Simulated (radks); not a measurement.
Values are calculated unless marked as measured or tabulated.
Dy2+, 64 electrons, occupied as [Xe] 4f10. Code: a radial shooting solver on a logarithmic mesh with Libxc functionals. Model: scalar-relativistic Kohn-Sham, LDA (Slater exchange, VWN5 correlation), spin-unpolarised, spherical densities, finite nucleus; Fermi nuclear charge, rms radius 5.2218 fm; hard spherical wall at 12 bohr. Some entries of the table are withheld. Estimate them.

orbital,occ.,eigenvalue (Ry),<r^2> (bohr^2)
1s,2,-3940.658,0.0006103
2s,2,(1),(2)
2p,6,-583.5705,0.007711
3s,2,-147.0399,0.06299
3p,6,-124.4326,(3)
3d,10,-95.27223,0.05287
4s,2,-29.86675,0.3176
4p,6,-22.41896,0.3595
4d,10,-12.26839,0.4326
5s,2,-4.65151,1.901
5p,6,-2.91247,2.678
4f,10,-1.27828,1.018
6s,0,-1.06688,12.47
5d,0,-1.00958,6.942
6p,0,-0.73401,19.28

Answer. 
(1) 2s eigenvalue (Ry): -657.1842
(2) 2s <r^2> (bohr^2): 0.009533
(3) 3p <r^2> (bohr^2): 0.06323
